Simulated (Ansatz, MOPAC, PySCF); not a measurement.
Donor–acceptor adduct: ClFHIn (SMILES [F][InH][Cl]) (first 4 atoms) with NH3 (SMILES N); geometry from B3LYP-D3(BJ)/def2-TZVP, rigid monomers moved along the line of their centres of mass till In2···N5 is 2.10 Å.
(charge 0, multiplicity 1):
```json
[
 {"atom": "F", "x (Å)": "0.8802", "y (Å)": "1.4208", "z (Å)": "1.1647"},
 {"atom": "In", "x (Å)": "-0.7270", "y (Å)": "0.2746", "z (Å)": "1.3966"},
 {"atom": "Cl", "x (Å)": "-2.2034", "y (Å)": "1.2916", "z (Å)": "2.9507"},
 {"atom": "H", "x (Å)": "-1.2190", "y (Å)": "-0.7851", "z (Å)": "0.1578"},
 {"atom": "N", "x (Å)": "0.3950", "y (Å)": "-0.6144", "z (Å)": "2.9342"},
 {"atom": "H", "x (Å)": "1.2504", "y (Å)": "-0.0656", "z (Å)": "2.8866"},
 {"atom": "H", "x (Å)": "-0.0580", "y (Å)": "-0.4311", "z (Å)": "3.8247"},
 {"atom": "H", "x (Å)": "0.6294", "y (Å)": "-1.5994", "z (Å)": "2.8789"}
]
```

Counterpoise-corrected where a basis set is named; no monomer relaxation. Rows marked so take none.

Cores are frozen in the correlated methods. Filled d and f shells under p-block atoms count as core. Rows in STO-3G carry no dispersion term and start afresh at each structure; the Pople sets are all-electron and without relativity. The state reached by PM7 isn't checked; PM7 holds dispersion and hydrogen-bond terms.

The values were computed with Ansatz (Gaussian basis) for Hartree–Fock, density functionals and correlated methods; MOPAC for PM7 (differences of heats of formation); PySCF for STO-3G rows, the dispersion terms. Values without a source in brackets are computed. In def2 rows elements past Kr take small-core potentials, without spin–orbit coupling.

| level | interaction energy (meV) |
|---|---|
| PM7 | -976.6 |
| HF/STO-3G (no counterpoise) | -2069.3 |
| HF/def2-SVPD | -996.8 |
| HF/def2-TZVPPD | -1038.1 |
| PBE-D3(BJ)/def2-TZVPPD | -1011.0 |
| B3LYP-D4/def2-TZVPPD | -1050.2 |
| PBE0-D3(BJ)/def2-TZVPPD | ___ |
| SCS-MP2/def2-TZVPPD | -976.0 |
| CCSD(T)/def2-SVPD | ___ |

**Question.** Some entries are withheld; supply them.

**Answer.** 
- PBE0-D3(BJ)/def2-TZVPPD, interaction energy (meV): -1188.1
- CCSD(T)/def2-SVPD, interaction energy (meV): -879.5

Ansatz is a quantum-chemistry and plane-wave program.
